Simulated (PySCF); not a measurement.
Isomers of C6H7OPS.

All values: PBE0/pcSseg-1 (PySCF) at GFN2-xTB geometries, gas phase, one conformer each.

(1) Rank by HOMO–LUMO gap, lowest first.
A. `[CH3:1][C:2](=[O:3])[c:4]1[p:5][c:6]([CH3:7])[cH:8][s:9]1` with C1–C2–C4–P5 0°
B. `[CH3:1][O:2]/[CH:3]=[P:4]\[c:5]1[cH:6][cH:7][cH:8][s:9]1` with C1–O2–C3–P4 179°, C3–P4–C5–C6 180°
C. `[CH3:1][C:2](=[O:3])[c:4]1[cH:5][s:6][c:7]([CH3:8])[p:9]1` with C1–C2–C4–C5 180°

(2) Rank by the highest Hirshfeld charge on any atom, highest value first.
A. `[CH3:1][C:2](=[O:3])[c:4]1[p:5][c:6]([CH3:7])[cH:8][s:9]1` with C1–C2–C4–P5 0°
B. `[CH2:1]=[CH:2][c:3]1[p:4][cH:5][o:6][c:7]1[S:8][CH3:9]` with C1–C2–C3–P4 0°, O6–C7–S8–C9 0°
C. `[CH3:1][O:2]/[CH:3]=[P:4]\[c:5]1[cH:6][cH:7][cH:8][s:9]1` with C1–O2–C3–P4 179°, C3–P4–C5–C6 180°

(3) Rank by the lowest Hirshfeld charge on any atom, lowest value first.
A. `[CH2:1]=[CH:2][c:3]1[p:4][cH:5][o:6][c:7]1[S:8][CH3:9]` with C1–C2–C3–P4 0°, O6–C7–S8–C9 0°
B. `[CH3:1][C:2](=[O:3])[c:4]1[p:5][c:6]([CH3:7])[cH:8][s:9]1` with C1–C2–C4–P5 0°
C. `[CH3:1][O:2]/[CH:3]=[P:4]\[c:5]1[cH:6][cH:7][cH:8][s:9]1` with C1–O2–C3–P4 179°, C3–P4–C5–C6 180°

Answers

(1) B (4.52 eV), A (4.82 eV), C (5.43 eV).

(2) A (+0.144 e), C (+0.099 e), B (+0.060 e).

(3) B (-0.245 e), A (-0.116 e), C (-0.100 e).

All values together:

```csv
SMILES,μ (D),HOMO (eV),LUMO (eV),lowest IAO charge (e),highest IAO charge (e),lowest Hirshfeld charge (e),highest Hirshfeld charge (e)
CC(=O)c1pc(C)cs1,3.56,-7.32,-2.50,-0.478 (C),+0.424 (S),-0.245 (O),+0.144 (S)
C=Cc1pcoc1SC,2.32,-5.98,-1.09,-0.499 (C),+0.301 (P),-0.116 (C),+0.060 (P)
CO/C=P\c1cccs1,2.59,-5.89,-1.37,-0.371 (C),+0.366 (S),-0.100 (C),+0.099 (S)
CC(=O)c1csc(C)p1,3.17,-7.10,-1.67,-0.480 (C),+0.388 (C/S),-0.240 (O),+0.152 (C)
```

Conformers: `[CH3:1][C:2](=[O:3])[c:4]1[p:5][c:6]([CH3:7])[cH:8][s:9]1` with C1–C2–C4–P5 0°; `[CH2:1]=[CH:2][c:3]1[p:4][cH:5][o:6][c:7]1[S:8][CH3:9]` with C1–C2–C3–P4 0°, O6–C7–S8–C9 0°; `[CH3:1][O:2]/[CH:3]=[P:4]\[c:5]1[cH:6][cH:7][cH:8][s:9]1` with C1–O2–C3–P4 179°, C3–P4–C5–C6 180°; `[CH3:1][C:2](=[O:3])[c:4]1[cH:5][s:6][c:7]([CH3:8])[p:9]1` with C1–C2–C4–C5 180°.
